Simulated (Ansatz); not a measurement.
Molecule: PbS (charge 0, singlet). SMILES: [S]=[Pb]
Structure (B3LYP-D3(BJ)/def2-TZVP (Ansatz, a first-principles code) minimum search):
```xyz
2

Pb     0.0000     0.0000    -0.3764
S      0.0000     0.0000     1.9291
```

CCSD(T) with Ansatz in growing basis sets, 10 correlated electrons. Cores are frozen in the correlated levels unless marked. Open shells are spin-unrestricted. Spin-orbit coupling is left out. The frozen core is the preceding noble-gas configuration, with the filled d and f shells of earlier blocks. In def2 rows, elements after Kr have scalar-relativistic effective core potentials. Costs are ratios of core time to the smallest set, on shared machines of one kind, and rough; they hold the program's checks for lower states.

```csv
basis,functions,cost over smallest,E(corr) (Eh),electronic atomisation energy (kcal/mol)
def2-TZVPPD,107,1×,-0.2777,101.9
def2-QZVPPD,167,5×,?,?
```

Task: What does the step to def2-QZVPPD buy, and how does its cost grow by formal scaling?

Result: Formally CCSD grows as o²v⁴ and (T) as o³v⁴; with o = 5 and v going from 88 to 148 both grow 8-fold in the last step, while integrals and the mean field grow more slowly. That step adds 17.9 mEh of correlation energy and 3.4 kcal/mol to the atomisation energy. Row: E(corr) (Eh) -0.2956, electronic atomisation energy (kcal/mol) 105.2.
